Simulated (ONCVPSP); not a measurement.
**Reading a pseudo-wave (nitrogen (N))**

Columns: radius, all-electron u(r) and pseudo u(r) of the 2p shell (level -7.16 eV) of nitrogen in the configuration [He] 2s2 2p3; PW91, scalar-relativistic, ONCV scheme, ONCVPSP 4.0.1.

```
r (bohr)  all-electron  pseudo
   0.120        0.0987  0.0256
   0.240        0.2744  0.0989
   0.360        0.4422  0.2101
   0.480        0.5760  0.3447
   0.600        0.6730  0.4864
   0.720        0.7360  0.6190
   0.840        0.7701  0.7289
   0.960        0.7811  0.8070
   1.080        0.7750  0.8492
   1.200        0.7565  0.8569
   1.320        0.7298  0.8358
   1.440        0.6975  0.7936
   1.560        0.6620  0.7388
   1.680        0.6249  0.6788
   1.800        0.5872  0.6198
   1.920        0.5499  0.5659
   2.040        0.5134  0.5193
   2.160        0.4781  0.4794
   2.280        0.4444  0.4445
   2.400        0.4124  0.4124
   2.520        0.3822  0.3822
   2.640        0.3538  0.3538
   2.760        0.3272  0.3272
   2.880        0.3024  0.3024
   3.000        0.2794  0.2794
   3.120        0.2580  0.2580
```

**Question.** How many radial nodes do the two functions have?

**Answer.** The all-electron 2p function has n − l − 1 = 0; the pseudo-wave has 0.

**Question.** At about which radius was the pseudo-wave matched?

**Answer.** 2.40 bohr, where the columns begin to agree (steps of 0.12 bohr).

**Question.** Is the pseudo-wave norm-conserving?

**Answer.** Yes: the ONCV scheme keeps the norm inside the radius equal to the all-electron one, which fixes the energy derivative of the logarithmic derivative at the level.
